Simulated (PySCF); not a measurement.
C4H2BrCl, SMILES C(/C(=C\Cl)Br)#C.

Geometry optimised at ωB97X-D3(BJ)/def2-SVP. The structure was generated by enumeration; whether it is a known compound was not checked.

These are PySCF with TDA-M06-2X/def2-SVPD values and carry that method's errors.

Vertical excitations. Isolated molecule, no solvent. State labels are in the subgroup Cs.

| state | symmetry | energy (eV) | λ (nm) | f | main pairs |
|---|---|---|---|---|---|
| S1 | A" | 4.85 | 256 | 0.000 | HOMO→LUMO+1 83 % |
| S2 | A" | 5.31 | 234 | 0.000 | HOMO−1→LUMO 62 %, HOMO−3→LUMO 14 % |
| S3 | A' | 5.55 | 223 | 0.335 | HOMO→LUMO 86 % |
| S4 | A" | 6.13 | 202 | 0.001 | HOMO−2→LUMO+1 45 %, HOMO−1→LUMO 19 % |
| S5 | A' | 6.15 | 202 | 0.034 | HOMO−1→LUMO+1 55 %, HOMO−2→LUMO 27 % |
| S6 | A' | 6.37 | 195 | 0.029 | HOMO−2→LUMO 46 %, HOMO−3→LUMO+1 38 % |
| S7 | A" | 6.43 | 193 | 0.000 | HOMO−3→LUMO 69 % |
| S8 | A" | 6.61 | 188 | 0.002 | HOMO→LUMO+2 30 %, HOMO→LUMO+3 28 %, HOMO−2→LUMO+1 14 %, HOMO→LUMO+4 11 % |
| S9 | A" | 6.72 | 185 | 0.000 | HOMO−4→LUMO 89 % |
| S10 | A" | 6.93 | 179 | 0.026 | HOMO→LUMO+2 55 %, HOMO→LUMO+3 13 % |
| T1 | A' | 3.44 | 360 | 0 | HOMO→LUMO 93 % |
| T2 | A" | 4.57 | 272 | 0 | HOMO→LUMO+1 88 % |
| T3 | A" | 5.17 | 240 | 0 | HOMO−1→LUMO 70 %, HOMO−3→LUMO 17 % |
| T4 | A' | 5.22 | 237 | 0 | HOMO−1→LUMO+1 38 %, HOMO−2→LUMO 29 % |
Triplets are in the Tamm–Dancoff approximation.
